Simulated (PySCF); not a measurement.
## Cr: interval between two levels

Cr [Ar] 3d5 4s1 [7S3, M_J = 3] → Cr [Ar] 3d4 4s2 [5D4, M_J = 4], as a difference of total energies. All numbers are calculated (PySCF 2.14, the two-component X2C-1e Hamiltonian, in x2c-TZVPall-2c (6s7p4d1f, 54 functions)). Correlated levels: [Ne] frozen; the 6 highest virtual spinors dropped. "Screened" scales the spin-orbit matrix elements by Boettger's factors to mimic the two-electron term; Breit and QED terms are absent.

Order these methods by the interval between two levels they give, lowest first.
A. GMP2 (spin-free)
B. GMP2 (screened spin-orbit)
C. GHF (spin-free)
D. GHF (screened spin-orbit)

C (7686.2 cm⁻¹), D (7938.0 cm⁻¹), A (10880 cm⁻¹), B (11134 cm⁻¹).

Errors of the correlated levels include the incompleteness of this basis and the frozen core.

The labels give the starting determinants; with spin-orbit coupling the two ends relaxed to ⟨J²⟩ = 12.00, ⟨L²⟩ = 0.00, ⟨S²⟩ = 12.00 and ⟨J²⟩ = 20.03, ⟨L²⟩ = 6.01, ⟨S²⟩ = 6.01.

For comparison: 8307.6 cm⁻¹ (measured; NIST Handbook of Basic Atomic Spectroscopic Data (Sansonetti and Martin, J. Phys. Chem. Ref. Data 34, 1559 (2005))).
